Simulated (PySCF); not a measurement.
Cl²⁺: excitation energy

Cl²⁺ [Ne] 3s2 3p3 (4S) → Cl²⁺ [Ne] 3s1 3p4 (4P), as a difference of total energies. All numbers are calculated (PySCF 2.14, the non-relativistic Hamiltonian (point nucleus), in dyall-acv3z). Correlated levels: valence: [Ne] frozen; virtual orbitals above 40 to 60 times the deepest correlated orbital energy dropped. The calculations carry no spin-orbit coupling.

```tsv
method	excitation energy (cm⁻¹)
UHF	103420
MP2 (valence)	103120
SCS-MP2 (valence)	103080
CCSD (valence)	98562
CCSD(T) (valence)	97581
```

A first-order spin-orbit estimate (lowest level to lowest level, LS coupling) adds -0.046 eV.

The coupled-cluster amplitudes are large for the upper state (T1 above 0.03 or a double amplitude above 0.15), so a single reference is strained.
